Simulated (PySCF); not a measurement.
C5H9F, SMILES C[C@@H]1C(F)[C@H]1C. The structure is a stationary point at B3LYP-D3(BJ)/def2-SVP. The structure was generated by enumeration; whether it is a known compound was not checked.

Level of theory: B3LYP-D3(BJ)/def2-SVP run with PySCF.

Harmonic wavenumbers (cm⁻¹): 176, 190, 208, 245, 270, 330, 463, 585, 800, 813, 871, 961, 968, 1048, 1070, 1113, 1124, 1150, 1176, 1185, 1225, 1319, 1354, 1404, 1408, 1460, 1464, 1465, 1472, 1504, 3022, 3031, 3100, 3102, 3102, 3118, 3131, 3136, 3145. Rotational constants (GHz): 4.637, 2.997, 2.073; symmetry number 1.

### Question
Work out the zero-point energy and the ideal-gas rigid-rotor harmonic-oscillator thermochemistry at 298.15 K and 1 atm.

### Answer
ZPE = ½ Σ hcν = ½ × 56706 cm⁻¹ = 81.07 kcal/mol. H − E(el) = 85.96 kcal/mol. Entropy in cal/(mol K): translation 39.34, rotation 26.81, vibration 13.88, total 80.04. G − E(el) = 62.09 kcal/mol. Cp = 26.58 cal/(mol K).
